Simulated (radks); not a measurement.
Values are calculated unless marked as measured or tabulated.
Ionisation of the sulfur ion S2+, [Ne] 3s2 3p2, to [Ne] 3s2 3p1 as the strength of local exchange is varied. Level of theory: non-relativistic Kohn-Sham, Slater X-alpha exchange (alpha = 2/3 is LDA exchange), no correlation, spin-unpolarised, spherical densities, point nucleus (a radial shooting solver on a logarithmic mesh with Libxc functionals).

[
 {"alpha": "0.588", "E(S2+) (hartree)": "-391.69615", "exchange (hartree)": "-19.54525", "IE (eV)": "31.596", "-e of the level emptied (eV)": "25.596 (3p)", "<r> of it (bohr)": "1.806"},
 {"alpha": "0.613", "E(S2+) (hartree)": "-392.52784", "exchange (hartree)": "-20.40999", "IE (eV)": "31.962", "-e of the level emptied (eV)": "25.944 (3p)", "<r> of it (bohr)": "1.797"},
 {"alpha": "0.667", "E(S2+) (hartree)": "-394.32900", "exchange (hartree)": "-22.28719", "IE (eV)": "32.760", "-e of the level emptied (eV)": "26.703 (3p)", "<r> of it (bohr)": "1.778"},
 {"alpha": "0.715", "E(S2+) (hartree)": "-395.93541", "exchange (hartree)": "-23.96658", "IE (eV)": "33.477", "-e of the level emptied (eV)": "27.388 (3p)", "<r> of it (bohr)": "1.762"},
 {"alpha": "0.756", "E(S2+) (hartree)": "-397.31156", "exchange (hartree)": "-25.40907", "IE (eV)": "34.096", "-e of the level emptied (eV)": "27.980 (3p)", "<r> of it (bohr)": "1.748"},
 {"alpha": "0.784", "E(S2+) (hartree)": "-398.25350", "exchange (hartree)": "-26.39843", "IE (eV)": "34.523", "-e of the level emptied (eV)": "28.387 (3p)", "<r> of it (bohr)": "1.739"},
 {"alpha": "0.795", "E(S2+) (hartree)": "-398.62402", "exchange (hartree)": "-26.78805", "IE (eV)": "34.691", "-e of the level emptied (eV)": "28.549 (3p)", "<r> of it (bohr)": "1.735"},
 {"alpha": "1.006", "E(S2+) (hartree)": "-405.78275", "exchange (hartree)": "-34.36454", "IE (eV)": "38.001", "-e of the level emptied (eV)": "31.726 (3p)", "<r> of it (bohr)": "1.669"}
]

NIST Atomic Spectra Database: 34.86 eV (semi-empirical). The Delta-SCF value meets it near alpha = 0.81. Spin polarisation and multiplet splitting are left out, so open shells lie too high by an amount that depends on their filling.

Beside tabulated values, note that spin-unpolarised runs miss the spin-polarisation part of the exchange energy of open shells.
